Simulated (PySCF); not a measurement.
## Telling isomers of C₄H₁₀OSi₃ apart by NMR

No solvent, a single conformation, non-relativistic Hamiltonian, averaged over atoms made equivalent by symmetry, fast rotation or ring inversion. GIAO PBE0/pcSseg-1 shieldings; GFN2-xTB geometry; PySCF 2.14.

References, each an isolated molecule treated in the same way: ¹H, ¹³C against TMS. Where no couplings were computed, multiplicities follow the n + 1 count of equivalent neighbours, and m marks all less simple cases (inequivalent or close neighbours, rings, F or P nearby). Shifts are as computed. Against solution values, carbons near 30 ppm lie about +3 ppm off and those near 130 ppm about +5 ppm. Of 1309 compounds with measured shifts, 239 miss one by over three times the rms of a fit or turn the order of signals round; such compounds aren't used in these exercises.

(1) Tabulate the signals of `[SiH3][SiH]([SiH3])c1ccco1`, `C[Si@@H]1C=C(C=O)[Si@@H]1[SiH3]` and their relative energies.

(2) What is the quickest way to tell [SiH3][SiH]([SiH3])c1ccco1 from C[Si@@H]1C=C(C=O)[Si@@H]1[SiH3]?

## Answers

(1) 
| SMILES | carbon types | δC | δH | E rel. (kcal/mol) |
| --- | --- | --- | --- | --- |
| [SiH3][SiH]([SiH3])c1ccco1 | 1×C 3×CH | 155.0, 153.9, 129.4, 117.2 | 7.90 (m, 1H), 7.05 (m, 1H), 6.66 (m, 1H), 4.63 (sept, 1H), 3.57 (d, 6H) | 0.0 |
| C[Si@@H]1C=C(C=O)[Si@@H]1[SiH3] | 1×C 2×CH 1×CH3 | 199.0, 180.6, 173.9, -1.9 | 10.00 (s, 1H), 8.19 (d, 1H), 5.25 (m, 1H), 4.79 (m, 1H), 3.74 (d, 3H), 0.50 (d, 3H) | 3.5 |

Energies are electronic energies at PBE0/pcSseg-1 on these geometries, without zero-point or thermal terms, each for the one conformer computed, which needn't be the lowest.

(2) Both give the same number of carbon signals, but DEPT or the intensities differ. The first has an aromatic CH at 117.2 ppm, the second a methyl carbon bonded to Si (CH3) at -1.9 ppm. Their most deshielded carbons lie at 155.0 and 199.0 ppm. In the proton spectra the most deshielded non-exchanging signals are 7.90 (m, 1H) and 10.00 (s, 1H).
